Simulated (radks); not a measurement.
Problem. Nb2+, configuration [Kr] 4d1 5s2 (not the ground configuration). Method: scalar-relativistic Kohn-Sham, LDA (Slater exchange, Perdew-Wang correlation), spin-polarised, spherical densities, finite nucleus; open shells are filled with parallel spins first (spin-orbit coupling, left out, can overturn this in heavy ions); Fermi nuclear charge, rms radius 4.324 fm; computed with a radial shooting solver on a logarithmic mesh with Libxc functionals. Some entries of the table are withheld. Estimate them.

| orbital | occ. | eigenvalue (eV) | <1/r> (bohr^-1) | <r^2> (bohr^2) |
|---|---|---|---|---|
| 1s up | 1 | -18807.38 | 42.35 | 0.001761 |
| 1s down | 1 | -18807.38 | 42.35 | 0.001761 |
| 2s up | 1 | -2654.506 | 9.514 | 0.02951 |
| 2s down | 1 | -2654.386 | 9.514 | 0.02951 |
| 2p up | 3 | -2374.945 | 9.267 | 0.02321 |
| 2p down | 3 | -2374.852 | 9.268 | 0.02321 |
| 3s up | 1 | -464.2855 | 3.248 | 0.2260 |
| 3s down | 1 | -464.1980 | 3.248 | 0.2260 |
| 3p up | 3 | -372.9261 | 3.089 | 0.2321 |
| 3p down | 3 | -372.8307 | 3.089 | 0.2320 |
| 3d up | 5 | -223.1248 | 2.855 | 0.2262 |
| 3d down | 5 | -222.9956 | 2.856 | 0.2261 |
| 4s up | 1 | -83.9088 | 1.193 | 1.474 |
| 4s down | 1 | -83.2483 | 1.196 | 1.470 |
| 4p up | 3 | -59.4903 | (1) | (2) |
| 4p down | 3 | -58.7795 | (3) | (4) |
| 4d up | 1 | -25.2091 | 0.7725 | 3.425 |
| 4d down | 0 | -24.4924 | 0.7698 | 3.473 |
| 5s up | 1 | -20.2783 | 0.4579 | 9.048 |
| 5s down | 1 | -19.9229 | 0.4520 | 9.228 |

Solution. 
(1) 4p up <1/r> (bohr^-1): 1.062
(2) 4p up <r^2> (bohr^2): 1.827
(3) 4p down <1/r> (bohr^-1): 1.064
(4) 4p down <r^2> (bohr^2): 1.824
